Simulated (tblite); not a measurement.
Torsional barriers computed with GFN2-xTB (tblite), climbing-image nudged elastic band, gas phase; electronic energies of the top image counted from the start geometry. The bands met a force threshold of 0.05 eV/Å; their tops weren't refined or checked by frequencies and can lie a kcal/mol or more above the method's true saddle points. Atom numbers follow the mapped SMILES.

Problem. Rank the forward barriers of these bands, lowest first.
A. `[F:1][CH:2]([F:3])[O:4][c:5]1[cH:6][cH:7][n:8][n:9][cH:10]1`: C6–C5–O4–C2 from -170° to 9°
B. `[F:1][C:2]([F:3])([F:4])[C@@H:5]1[CH2:6][P@@H:7]1=[Se:8]`: F4–C2–C5–P7 from -35° to 86°
C. `[CH2:1]=[CH:2][CH2:3]/[C:4]([F:5])=[CH:6]/[Cl:7]`: C2–C3–C4–F5 from -70° to 78°

Solution. B (1.5 kcal/mol), C (2.2 kcal/mol), A (3.7 kcal/mol).

```json
{"SMILES": "FC(F)(F)[C@@H]1C[P@@H]1=[Se]", "ends of the turned bond": "CF3 carbon / sp3 carbon bound to phosphorus", "barrier (kcal/mol)": "1.5", "end above start (kcal/mol)": "0.0", "dihedral at top (°)": "25", "bond at start (Å)": "1.496", "bond at top (Å)": "1.503", "Eyring rate at 298 K (s⁻¹)": "5 × 10^11"}
{"SMILES": "C=CC/C(F)=C/Cl", "ends of the turned bond": "allylic carbon / vinylic C–F carbon", "barrier (kcal/mol)": "2.2", "end above start (kcal/mol)": "0.0", "dihedral at top (°)": "2", "bond at start (Å)": "1.498", "bond at top (Å)": "1.507", "Eyring rate at 298 K (s⁻¹)": "2 × 10^11"}
{"SMILES": "FC(F)Oc1ccnnc1", "ends of the turned bond": "aromatic carbon bearing oxygen / aryl ether oxygen", "barrier (kcal/mol)": "3.7", "end above start (kcal/mol)": "-0.1", "dihedral at top (°)": "-99", "bond at start (Å)": "1.374", "bond at top (Å)": "1.393", "Eyring rate at 298 K (s⁻¹)": "1 × 10^10"}
```

Rates take the electronic barrier for the free energy of activation. GFN2-xTB barriers can miss by several kcal/mol, and conformer orders can be wrong, so the ranking may change at better levels.
